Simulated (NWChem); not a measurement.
System: C$_{3}$H$_{7}$O$_{2}$, doublet; SMILES COC[CH]O

```xyz
12

C      0.2540     2.1194    -0.0152
O      0.3320     0.7514     0.3279
C     -0.8447     0.0152    -0.0018
C     -0.5165    -1.4275     0.1944
O      0.6956    -1.8462    -0.2758
H     -0.5494     2.6290     0.5387
H      1.2116     2.5737     0.2518
H      0.0758     2.2593    -1.0933
H     -1.1197     0.2468    -1.0537
H     -1.6970     0.3139     0.6296
H     -1.2893    -2.1869     0.1360
H      1.2751    -1.0620    -0.2364
```
Atoms are numbered in this order, from 1.

Level: B3LYP/6-31G* (spherical d), spin-unrestricted (NWChem), optimised geometry, unscaled harmonic frequencies. 

List the harmonic frequencies with IR intensities, and the thermochemistry.


| frequency (cm⁻¹) | IR intensity (km/mol) |
|---|---|
| 94 | 1.2 |
| 149 | 6.2 |
| 232 | 6.2 |
| 272 | 0.8 |
| 376 | 3.3 |
| 491 | 5.2 |
| 601 | 101.9 |
| 671 | 49.7 |
| 936 | 28.1 |
| 993 | 14.1 |
| 1047 | 0.5 |
| 1154 | 176.1 |
| 1185 | 63.5 |
| 1190 | 29.1 |
| 1232 | 49.7 |
| 1248 | 10.6 |
| 1358 | 11.4 |
| 1412 | 51.1 |
| 1471 | 89.5 |
| 1500 | 3.6 |
| 1515 | 6.7 |
| 1527 | 10.5 |
| 1546 | 3.4 |
| 2878 | 79.2 |
| 2998 | 61.1 |
| 3013 | 55.4 |
| 3046 | 62.7 |
| 3140 | 29.4 |
| 3220 | 23.8 |
| 3664 | 62.0 |

```
Quantity                                                                                             Result
-----------------------------------------------------------------------------------------  ----------------
zero-point energy                                                                             63.1 kcal/mol
thermal correction to the enthalpy at 298.15 K (with zero-point energy)                       67.6 kcal/mol
heat capacity Cv                                                                           20.8 cal/(mol K)
entropy at 298.15 K and 1 atm (symmetry number 1, electronic part: spin degeneracy alone)  78.6 cal/(mol K)
dipole moment                                                                                        2.50 D
```

Rigid rotor and harmonic oscillator; modes under 100 cm⁻¹ make the entropy uncertain.
